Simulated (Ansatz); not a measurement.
```xyz
9

S    -2.106   -1.363    0.269
Si   -1.025    0.328   -0.488
Sn    1.370    0.372    0.424
H    -1.200   -2.271   -0.134
H    -1.020    0.347   -1.977
H    -1.802    1.498   -0.007
H     2.114   -1.134    0.113
H     2.309    1.596   -0.311
H     1.360    0.628    2.111
```

Total charge 0; spin multiplicity 1. Sn: def2 effective core potential.

Q: List the r2SCAN/def2-TZVPP orbital energies in eV (Ansatz). (An estimate is asked.)

A: Ansatz gave: Occupied: -2409.28, -1791.75, -213.72, -157.79, -157.71, -157.59, -142.16, -137.03, -97.05, -97.00, -96.99, -91.83, -91.82, -91.82, -26.25, -26.25, -26.21, -26.12, -26.12, -19.17, -14.11, -12.76, -10.68, -9.19, -8.89, -8.25, -8.20, -7.61, -6.37. Lowest empty: -1.02, -0.75, -0.44, -0.05, 0.53, 0.96, 1.01, 1.21.
